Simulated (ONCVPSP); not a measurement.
**Building the ONCV potential for Ca (Z = 20) (PBE, scalar-relativistic).**

calcium (Ca), optimised norm-conserving Vanderbilt (ONCV), made with ONCVPSP 4.0.1 (PBE, scalar-relativistic). Core [Ne], reference 3s2 3p6 4s2. Waves: 3s+4s: rc 2.00 bohr, ncon 4, nbas 9, qcut 6.9 1/bohr, 2 projectors; 3p: rc 1.35 bohr, ncon 4, nbas 8, qcut 7 1/bohr, 2 projectors, debl 1.6 Ha; d scattering state at 0.09 Ha: rc 2.05 bohr, ncon 4, nbas 7, qcut 5 1/bohr, 1 projector. Local part: polynomial inside 1.25 bohr (lpopt 5, dvloc0 6 Ha). Core correction: Teter function, fcfact 3, rcfact 1.4.

In the d channel the program set the typed energies aside and used -0.072 Ha.

* Cutoffs needed: 14 Ha and 22 Ha (the cutoffs (Ha) at which the residual kinetic energy of the hardest occupied pseudo-wave falls to 1 and 0.1 mHa per electron)
* Ghost test: no bound ghost flagged; no localised positive-energy state flagged
* Largest excitation error: +18 meV (all-electron minus pseudo) for 3s2 3p5 4s2, out of 4 test configurations
* rms error of d²Exc/dni dnj: 1.85 mHa without and 1.01 mHa with the model core
